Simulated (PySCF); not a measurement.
## PbF₃, doublet: data card

All numbers come from UPBE0 in PySCF with Pb def2-SVP with ECP60, F def2-SVP; scalar-relativistic core potentials, no spin–orbit coupling; density-fitted integrals.

The structure is a minimum.

```xyz
4
charge 0 multiplicity 2, angstrom
Pb    0.0000    0.0000   -0.1419
F     1.9177    0.0000    0.5994
F    -0.9588    1.6608    0.5994
F    -0.9589   -1.6608    0.5995
```

```json
{"Point group": "C3v", "Bond lengths": "Pb–F 2.056 Å (×3)", "Bond angles": "F–Pb–F 107.8° (×3)", "Rotational symmetry number": "3", "Principal polarisabilities": "27.0, 41.2, 41.2 bohr³", "Heat capacity Cp at 298.15 K": "72.7 J/(mol K)", "Entropy at 298.15 K and 1 bar (electronic part: spin only)": "335.1 J/(mol K)", "Principal quadrupole moments (Buckingham, traceless) about the centre of mass": "-4.28, -4.28, 8.56 D Å", "Dipole moment": "3.31 D", "Highest occupied level (α)": "-9.20 eV", "Enthalpy at 298.15 K above 0 K": "17.21 kJ/mol", "Atomisation energy without zero-point energy": "1019 kJ/mol", "Lowest empty level (β)": "-6.23 eV", "Zero-point energy": "11.3 kJ/mol", "Spin squared ⟨S²⟩": "0.760", "Rotational constants": "0.1303, 0.1303, 0.08043 cm⁻¹"}
```

Harmonic modes (masses in u: Pb 207.977, F 18.998):
```csv
symmetry,ω (cm⁻¹),"IR (km/mol, summed over degenerate members)",type
e,107,23.2,bend
a1,113,20.9,bend
a1,514,12.4,stretch
e,525,73.0,stretch
```

In C3v the vibrations span 2e + 2a1.

Charges (e):
```json
{"atom": "Pb1", "Mulliken": "1.19", "Löwdin": "0.89", "polar tensor": "1.41", "spin (Mulliken)": "0.36", "Mayer order to Pb1": "–"}
{"atom": "F2,3,4", "Mulliken": "-0.40", "Löwdin": "-0.30", "polar tensor": "-0.47", "spin (Mulliken)": "0.21", "Mayer order to Pb1": "0.81"}
```

Mulliken populations on Pb1 (electrons outside its core potential): s 3.60, p 7.00, d 10.21.

Other isomers or separated fragments may lie lower. With an element this heavy the missing spin–orbit coupling can shift these numbers.

The final relaxation and frequency run took 30 s on 2 threads of a shared Arm Neoverse V1 host, with 68 basis functions and 9 gradients; the process peaked at 0.84 GiB. Launch command: `OMP_NUM_THREADS=2 python axn.py task.json out`.
